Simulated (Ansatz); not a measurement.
Mulliken charges of `C[O][Al]([OH])[Br]` from PBE/def2-TZVPP in Ansatz (PBE0-D4/def2-TZVP geometry).

| atom | x (Å) | y (Å) | z (Å) | charge (e) |
| --- | --- | --- | --- | --- |
| C1 | 0.245 | -1.485 | -0.833 | -0.127 |
| O2 | -0.015 | -0.679 | 0.281 | -0.292 |
| Al3 | -0.150 | 0.957 | 0.570 | 0.553 |
| O4 | -0.485 | 1.481 | 2.132 | -0.352 |
| Br5 | 0.118 | 2.425 | -1.116 | -0.245 |
| H6 | 0.402 | -0.899 | -1.746 | 0.088 |
| H7 | 1.140 | -2.088 | -0.654 | 0.096 |
| H8 | -0.595 | -2.166 | -1.003 | 0.096 |
| H9 | -0.571 | 2.407 | 2.351 | 0.184 |

By hand: the dipole of these point charges (1 e Å = 4.8032 D).

Σ q r = (0.015, -0.244, -0.018) e Å, of length 0.245 e Å = 1.18 D.

How does the dipole of the full density compare? (An estimate is asked.)

Computed: (0.009, 0.029, -0.054) e Å, 0.30 D; the point charges give 3.93 times that, at 113° from its direction.

Point charges leave out the atoms' own dipoles, such as those of lone pairs, and Mulliken's split depends on the basis, so the two needn't agree.
